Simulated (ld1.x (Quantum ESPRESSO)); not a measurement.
**PBEsol PAW dataset for Be (Z = 4), fully relativistic all-electron reference.**

The input file (ld1.x (Quantum ESPRESSO) 7.5):

```
&input
   title='Be', zed=4., rel=2, dft='PBESOL', iswitch=3,
   config='[He] 2s1 2p0', rel_dist='average',
   nld=3, rlderiv=3.80, eminld=-11.0, emaxld=5.0, deld=0.04
 /
 &inputp
   pseudotype=3, lpaw=.true., tm=.true., lloc=-1, rcloc=1.75,
   nlcc=.false.,
   which_augfun='PSQ', rmatch_augfun_nc=.true.,
   file_pseudopw='Be.UPF', file_wfcaegen='ae.wfc', file_wfcncgen='nc.wfc', file_beta='beta', file_chi='chi', file_wfcusgen='us.wfc'
 /
4
1S  1  0   2.00   0.00  0.65  0.80  0.0
2S  2  0   1.00   0.00  0.65  0.80  0.0
2P  2  1   0.00   0.00  2.95  3.50  0.0
2P  2  1   0.00   2.15  2.95  3.50  0.0
 &test
   configts(1)='1s2 2s1 2p0'
 /
```

Command:

```bash
ld1.x < Be.in > Be.out
```

Output (shortened: banner, matrices, multipoles, cross overlaps and the repeated all-electron block are left out):

```
Program LD1 v.7.5
     --------------------------- All-electron run ----------------------------

     Be
     dirac relativistic calculation

     atomic number is  4.00
     dft =PBESOL   lsd =0 sic =0 latt =0  beta=0.20 tr2=1.0E-14
     Exchange-correlation= PBESOL
                           (   1   4  10   8   0   0   0)
     mesh =1041 r(mesh) = 100.85720 a.u. xmin = -7.00 dx = 0.01250
     1 Ry =  13.60569312 eV, c = 137.03599908

     n l j   nl                  e(Ry)          e(Ha)          e(eV)
     Spin orbit split results
     1 0 0.5 1S 1( 2.00)        -8.5972        -4.2986      -116.9705
     2 0 0.5 2S 1( 1.00)        -0.9979        -0.4989       -13.5767
     2 1 0.5 2P 1( 0.00)        -0.7095        -0.3548        -9.6534
     2 1 1.5 2P 1( 0.00)        -0.7094        -0.3547        -9.6519
     Averaged results
     1 0     1S 1( 2.00)        -8.5972        -4.2986      -116.9705
     2 0     2S 1( 1.00)        -0.9979        -0.4989       -13.5767
     2 1     2P 1( 0.00)        -0.7094        -0.3547        -9.6524

     final scf error:  5.0E-15 reached in  17 iterations

     Etot =     -28.375395 Ry,     -14.187698 Ha,    -386.066922 eV

     Ekin =      28.251485 Ry,      14.125742 Ha,     384.381029 eV
     Encl =     -63.420248 Ry,     -31.710124 Ha,    -862.876436 eV
     Eh   =      11.579859 Ry,       5.789929 Ha,     157.552001 eV
     Exc  =      -4.786490 Ry,      -2.393245 Ha,     -65.123516 eV

     normalization and overlap integrals

     s(1S/1S) =  1.000000  <r> =   0.4210  <r2> =    0.2415  r(max) =   0.2661
     s(2S/2S) =  1.000000  <r> =   2.3013  <r2> =    6.2305  r(max) =   1.8940
     s(2P/2P) =  1.000000  <r> =   2.4102  <r2> =    7.0874  r(max) =   1.9179
     s(2P/2P) =  1.000000  <r> =   2.4106  <r2> =    7.0895  r(max) =   1.9179

     ------------------------ End of All-electron run ------------------------

     --------------------- Generating PAW atomic setup --------------------

      Generating local potential from pseudized AE potential:
      Matching radius rcloc =   1.7500

      Local pseudo, rcloc= 1.757 Estimated cut-off energy=     7.25 Ry

      Computing core charge for PAW:
      Integrated core pseudo-charge :   0.00

     Fully relativistic calculation: |psi|^2

     Wfc 1S LC norm =  0.99982182 SC norm =  0.00017818 missing  0.00000000
     Speed at rcutus      1.161 a.u.,  v/c =  0.008469,  (v/c)^2 = -0.00007173

     Wfc 2S LC norm =  0.99998040 SC norm =  0.00001926 missing  0.00000035
     Speed at rcutus      0.443 a.u.,  v/c =  0.003236,  (v/c)^2 =  0.00001047

     Wfc 2P LC norm =  0.99998481 SC norm =  0.00001507 missing  0.00000012
     Speed at rcutus      0.116 a.u.,  v/c =  0.000845,  (v/c)^2 =  0.00000071

     Wfc 2P LC norm =  0.99998481 SC norm =  0.00001448 missing  0.00000071
     Speed at rcutus      0.116 a.u.,  v/c =  0.000846,  (v/c)^2 =  0.00000072
      Wfc-us  1S rcutus= 0.810  Estimated cut-off energy=    77.83 Ry
      Wfc-us  2S rcutus= 0.810  Estimated cut-off energy=   168.13 Ry
      Wfc-us  2P rcutus= 3.539  Estimated cut-off energy=     6.49 Ry
      Wfc-us  2P rcutus= 3.539  Estimated cut-off energy=     6.49 Ry
      Wfc-us  2P rcutus= 3.539  Estimated cut-off energy=     9.68 Ry
      Wfc-us  2P rcutus= 3.539  Estimated cut-off energy=     9.68 Ry

     Required augmentation: PSQ   radius:    3.500000

     Q pseudized with Bessel functions
     Expected ecutrho=     657.5944 due to l1=  0   l2=  1

     Estimated PAW energy =  -28.375396 Ryd

     ------------------- End of pseudopotential generation -------------------

     Computing logarithmic derivative in   3.79041

       Warning: n=1, l=0 expected 0 nodes, found 1
       Setting wfc to zero for this iteration
       (This warning will only be printed once per wavefunction)

     Computing logarithmic derivative in   3.79041
     Computing the partial wave expansion
     R is outside the sphere for l=    0 j= 0.50
     R is outside the sphere for l=    0 j= 0.50
     R is outside the sphere for l=    1 j= 0.50
     R is outside the sphere for l=    1 j= 0.50
     R is outside the sphere for l=    1 j= 1.50
     R is outside the sphere for l=    1 j= 1.50

     ---------------------- Testing the pseudopotential ----------------------

     Be
     dirac relativistic calculation

     atomic number is  4.00   valence charge is  4.00
     dft = SLA  PW   PSX  PSC   lsd =0 sic =0 latt =0  beta=0.20 tr2=1.0E-14
     mesh =1041 r(mesh) = 100.85720 xmin = -7.00 dx = 0.01250

     n l  j  nl             e AE (Ry)       e PS (Ry)    De AE-PS (Ry)
     1 0 0.5 1S   1( 2.00)       -8.59718       -8.59718        0.00000
     2 0 0.5 2S   1( 1.00)       -0.99787       -0.99787        0.00000
     2 1 0.5 2P   1( 0.00)       -0.70951       -0.70951        0.00000
     2 1 1.5 2P   1( 0.00)       -0.70940       -0.70940        0.00000

     eps = 3.1E-16  iter =  3

     Etot =     -28.375395 Ry,     -14.187698 Ha,    -386.066922 eV
     Etotps =   -28.375398 Ry,     -14.187699 Ha,    -386.066952 eV

     Ekin =      28.251499 Ry,      14.125749 Ha,     384.381221 eV
     Encl =     -63.420263 Ry,     -31.710132 Ha,    -862.876637 eV
     Ehrt =      11.579856 Ry,       5.789928 Ha,     157.551974 eV
     Ecxc =      -4.786490 Ry,      -2.393245 Ha,     -65.123509 eV

     ---------------------- End of pseudopotential test ----------------------
```

Generation and configuration tests took about 1.4 s on one core of a shared server CPU.

Transferability test of the new file with ld1.x, input:

```
&input
   title='Be', zed=4., rel=2, dft='PBESOL', iswitch=2,
   config='[He] 2s1 2p0', rel_dist='average'
 /
 &test
   file_pseudo='Be.UPF', nconf=8,
   configts(1)='1s2 2s1 2p0',
   configts(2)='1s2 2s2 2p0',
   configts(3)='1s2 2s0 2p0',
   configts(4)='1s2 2s1.5 2p0',
   configts(5)='1s2 2s1 2p1',
   configts(6)='1s2 2s0 2p2',
   configts(7)='1s2 2s0 2p1',
   configts(8)='1s1 2s2 2p0'
 /
```

```bash
ld1.x < Be.test.in > Be.test.out
```

Pseudopotential blocks of its output, shortened (energy terms left out; the distinct warnings before each block abridged to one line each):

```
     Warning: n=1, l=0 expected 0 nodes, found 1
     ---------------------- Testing the pseudopotential ----------------------

     n l  j  nl             e AE (Ry)       e PS (Ry)    De AE-PS (Ry)
     1 0 0.5 1S   1( 2.00)       -8.59718       -8.59718        0.00000
     2 0 0.5 2S   1( 1.00)       -0.99787       -0.99787        0.00000
     2 1 0.5 2P   1( 0.00)       -0.70951       -0.70951        0.00000
     2 1 1.5 2P   1( 0.00)       -0.70940       -0.70940        0.00000

     eps = 3.1E-16  iter =  3

     Etot =     -28.375396 Ry,     -14.187698 Ha,    -386.066924 eV
     Etotps =   -28.375398 Ry,     -14.187699 Ha,    -386.066952 eV

     ---------------------- End of pseudopotential test ----------------------

          ---------------------- Testing the pseudopotential ----------------------

     n l  j  nl             e AE (Ry)       e PS (Ry)    De AE-PS (Ry)
     1 0 0.5 1S   1( 2.00)       -7.75068       -7.75026       -0.00041
     2 0 0.5 2S   1( 2.00)       -0.40742       -0.40740       -0.00002
     2 1 0.5 2P   1( 0.00)       -0.14470       -0.14351       -0.00119
     2 1 1.5 2P   1( 0.00)       -0.14465       -0.14346       -0.00119

     eps = 6.7E-15  iter =  7

     Etot =     -29.070524 Ry,     -14.535262 Ha,    -395.524628 eV
     Etotps =   -29.070516 Ry,     -14.535258 Ha,    -395.524526 eV
     dEtot_ae =      -0.695128 Ry
     dEtot_ps =      -0.695119 Ry,   Delta E=      -0.000009 Ry

     ---------------------- End of pseudopotential test ----------------------

          ---------------------- Testing the pseudopotential ----------------------

     n l  j  nl             e AE (Ry)       e PS (Ry)    De AE-PS (Ry)
     1 0 0.5 1S   1( 2.00)       -9.65709       -9.65755        0.00046
     2 0 0.5 2S   1( 0.00)       -1.52086       -1.52083       -0.00003
     2 1 0.5 2P   1( 0.00)       -1.25836       -1.25766       -0.00070
     2 1 1.5 2P   1( 0.00)       -1.25815       -1.25745       -0.00070

     eps = 3.5E-15  iter =  5

     Etot =     -27.072569 Ry,     -13.536285 Ha,    -368.341069 eV
     Etotps =   -27.072561 Ry,     -13.536281 Ha,    -368.340961 eV
     dEtot_ae =       1.302826 Ry
     dEtot_ps =       1.302836 Ry,   Delta E=      -0.000010 Ry

     ---------------------- End of pseudopotential test ----------------------

          ---------------------- Testing the pseudopotential ----------------------

     n l  j  nl             e AE (Ry)       e PS (Ry)    De AE-PS (Ry)
     1 0 0.5 1S   1( 2.00)       -8.14386       -8.14362       -0.00024
     2 0 0.5 2S   1( 1.50)       -0.69132       -0.69131       -0.00001
     2 1 0.5 2P   1( 0.00)       -0.41081       -0.40998       -0.00083
     2 1 1.5 2P   1( 0.00)       -0.41073       -0.40990       -0.00083

     eps = 4.5E-15  iter = 10

     Etot =     -28.797014 Ry,     -14.398507 Ha,    -391.803330 eV
     Etotps =   -28.797014 Ry,     -14.398507 Ha,    -391.803329 eV
     dEtot_ae =      -0.421618 Ry
     dEtot_ps =      -0.421616 Ry,   Delta E=      -0.000002 Ry

     ---------------------- End of pseudopotential test ----------------------

          ---------------------- Testing the pseudopotential ----------------------

     n l  j  nl             e AE (Ry)       e PS (Ry)    De AE-PS (Ry)
     1 0 0.5 1S   1( 2.00)       -7.85580       -7.85409       -0.00170
     2 0 0.5 2S   1( 1.00)       -0.44872       -0.44785       -0.00087
     2 1 0.5 2P   1( 0.33)       -0.18347       -0.18377        0.00029
     2 1 1.5 2P   1( 0.67)       -0.18341       -0.18370        0.00029

     eps = 7.9E-15  iter = 13

     Etot =     -28.806369 Ry,     -14.403185 Ha,    -391.930617 eV
     Etotps =   -28.806489 Ry,     -14.403244 Ha,    -391.932248 eV
     dEtot_ae =      -0.430973 Ry
     dEtot_ps =      -0.431091 Ry,   Delta E=       0.000118 Ry

     ---------------------- End of pseudopotential test ----------------------

          ---------------------- Testing the pseudopotential ----------------------

     n l  j  nl             e AE (Ry)       e PS (Ry)    De AE-PS (Ry)
     1 0 0.5 1S   1( 2.00)       -7.94641       -7.95493        0.00852  !
     2 0 0.5 2S   1( 0.00)       -0.48014       -0.48174        0.00159
     2 1 0.5 2P   1( 0.67)       -0.21393       -0.21468        0.00075
     2 1 1.5 2P   1( 1.33)       -0.21386       -0.21461        0.00075

     eps = 6.2E-16  iter = 14

     Etot =     -28.540478 Ry,     -14.270239 Ha,    -388.312982 eV
     Etotps =   -28.541491 Ry,     -14.270745 Ha,    -388.326762 eV
     dEtot_ae =      -0.165082 Ry
     dEtot_ps =      -0.166093 Ry,   Delta E=       0.001011 Ry

     ---------------------- End of pseudopotential test ----------------------

          ---------------------- Testing the pseudopotential ----------------------

     n l  j  nl             e AE (Ry)       e PS (Ry)    De AE-PS (Ry)
     1 0 0.5 1S   1( 2.00)       -8.63859       -8.64419        0.00560  !
     2 0 0.5 2S   1( 0.00)       -1.00310       -1.00656        0.00346
     2 1 0.5 2P   1( 0.33)       -0.71748       -0.71819        0.00072
     2 1 1.5 2P   1( 0.67)       -0.71736       -0.71808        0.00072

     eps = 5.0E-15  iter = 13

     Etot =     -28.088254 Ry,     -14.044127 Ha,    -382.160159 eV
     Etotps =   -28.088365 Ry,     -14.044183 Ha,    -382.161678 eV
     dEtot_ae =       0.287142 Ry
     dEtot_ps =       0.287032 Ry,   Delta E=       0.000110 Ry

     ---------------------- End of pseudopotential test ----------------------

          ---------------------- Testing the pseudopotential ----------------------

     n l  j  nl             e AE (Ry)       e PS (Ry)    De AE-PS (Ry)
     1 0 0.5 1S   1( 1.00)      -11.04253      -11.05225        0.00972  !
     2 0 0.5 2S   1( 2.00)       -1.31583       -1.31603        0.00020
     2 1 0.5 2P   1( 0.00)       -1.02526       -1.04618        0.02092  !
     2 1 1.5 2P   1( 0.00)       -1.02496       -1.04588        0.02092  !

     eps = 7.2E-15  iter = 11

     Etot =     -19.709085 Ry,      -9.854542 Ha,    -268.155762 eV
     Etotps =   -19.703420 Ry,      -9.851710 Ha,    -268.078682 eV
     dEtot_ae =       8.666311 Ry
     dEtot_ps =       8.671978 Ry,   Delta E=      -0.005667 Ry

     ---------------------- End of pseudopotential test ----------------------
```
